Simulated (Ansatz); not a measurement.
Ansatz (an electronic-structure program) input (PBE0/def2-TZVP):

Ansatz 0.2 input:
```yaml
crystal:
  periodic: [false, false, false]
  atoms:
    - {symbol: W, position_ang: [-0.00000000, -0.00000000, -0.02294293]}
    - {symbol: H, position_ang: [0.00000000, 0.00000000, 1.69777656]}
basis:
  gaussian:
    orbitals: def2-TZVP
hamiltonian:
  xc: {name: PBE0}
magnetization: {spin_polarized: true, initial_magnetization: 5}
relax: {f_tol: 0.003, max_steps: 100}
```

End of the output:

```
mean field -1837.79120919 eV, -67.5375812381 hartree, gradient 4.2e-5 eV, S^2 8.769670; 0 other end points of the search recorded, 0 dependent functions left out
the calculation of the forces begins
reference -1837.79123687 eV, -67.5375822554 hartree; 10, 5 occupied and 36, 41 virtual orbitals, 462 factors
relax step   3: F+E_penalty+E_count = -1837.79120919 eV  Δ(F+E_penalty+E_count) = -1.645e-4 eV  max|allowed force component| = 9.172e-4 eV/Å  Δτ_max = 0.0024 Å  (28 SCF iters, accepted)
integrals: 0.01 GiB planned
462 factors; integrals over basis functions are off by at most 1.8e-4 eV
mean field: 0.13 GiB planned
mean field evaluation 32: about -1836.7824 eV, gradient 1.5e1 eV
mean field -1837.79120919 eV, -67.5375812381 hartree, gradient 4.2e-5 eV, S^2 8.769670; 1 other end points of the search recorded, 0 dependent functions left out
the calculation of the forces begins
reference -1837.79123687 eV, -67.5375822554 hartree; 10, 5 occupied and 36, 41 virtual orbitals, 462 factors
Total energy: -1837.79123687 eV, -67.5375822554 hartree
Atom 0 at     0.000000    -0.000000    -0.018831 Å, force     0.000000     0.000000    -0.000917 eV/Å
Atom 1 at    -0.000000     0.000000     1.693664 Å, force    -0.000000    -0.000000     0.000917 eV/Å
Dipole moment:    -0.000000    -0.000000    -0.432806 e Å
```

The spin state was set by rule; other spins were not relaxed.
